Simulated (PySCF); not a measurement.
From computed data to an observable: chemical shift, span and skew from a shielding tensor

ClH3SiZn, SMILES [SiH3][Zn][Cl]. Atoms are numbered in the order given.

```xyz
6

Zn     0.0000     0.0000    -0.0864
Cl     0.0000     0.0000    -2.2072
Si     0.0000     0.0000     2.2653
H      1.2104     0.6988     2.8004
H      0.0000    -1.3976     2.8004
H     -1.2104     0.6988     2.8004
```
Charge 0, spin multiplicity 1.

Coordinates come from a PBE0-D3(BJ)/def2-SVP optimisation.

GIAO shieldings from PySCF with HF/pcSseg-1, non-relativistic, no solvent. The symmetric part of the tensor of Si3 has the principal values 501.5, 524.0, 524.0 ppm. The same nucleus in TMS has σ = 393.8 ppm at this level (PySCF, at its B3LYP-D3(BJ)/def2-TZVP geometry). Without spin–orbit terms, shifts of atoms bonded to Cl or Br come out too high.

**Question.** Work out the isotropic shielding, the ²⁹Si shift against TMS, the span and the skew.

**Answer.** 
σ(iso) = (σ11 + σ22 + σ33)/3 = 516.5 ppm. δ = σ(ref) − σ(iso) = 393.8 − (516.5) = -122.7 ppm.
Span Ω = σ33 − σ11 = 22.5 ppm. Skew κ = 3(σ(iso) − σ22)/Ω = -1.00, an axial tensor. Tumbling in solution averages the tensor to δ; in a static solid the shielding alone would spread this spin-1/2 line over Ω.
